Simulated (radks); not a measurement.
These are the eigenvalues of the occupied orbitals of an atom or ion with whole-number occupations (hartree). All-electron calculation, Dirac Kohn-Sham, LDA (Slater exchange, Perdew-Wang correlation), spin-unpolarised, spherical densities, finite nucleus; Fermi nuclear charge, rms radius of each element as measured or else 0.836 A^(1/3) + 0.57 fm. Program: a radial shooting solver on a logarithmic mesh with Libxc functionals.

1s1/2: -2035.939
2s1/2: -341.3047
2p1/2: -325.0513
2p3/2: -293.6017
3s1/2: -77.09185
3p1/2: -69.95497
3p3/2: -63.39074
3d3/2: -51.09087
3d5/2: -49.65579
4s1/2: -16.07870
4p1/2: -13.24117
4p3/2: -11.75077
4d3/2: -7.06130
4d5/2: -6.78886
5s1/2: -2.65175
5p1/2: -1.83543
5p3/2: -1.61627
4f5/2: -1.13829
4f7/2: -1.09734
6s1/2: -0.49232
6p1/2: -0.32661

Which element is it, and in what charge state? The configuration may be excited. Open shells, if any, fill j = l - 1/2 first.

Answer. Z = 67, holmium, charge +1: Ho+ in [Xe] 4f9 6s1 6p2. The list shows which subshells hold electrons but not how many an open one holds; the 1s level, -2035.9 hartree, gives Z - s = 63.8 by -(Z - s)^2/2, which with screening and relativity narrows Z to a few neighbours, and the depths of the outer levels then fix element, charge and occupations together.
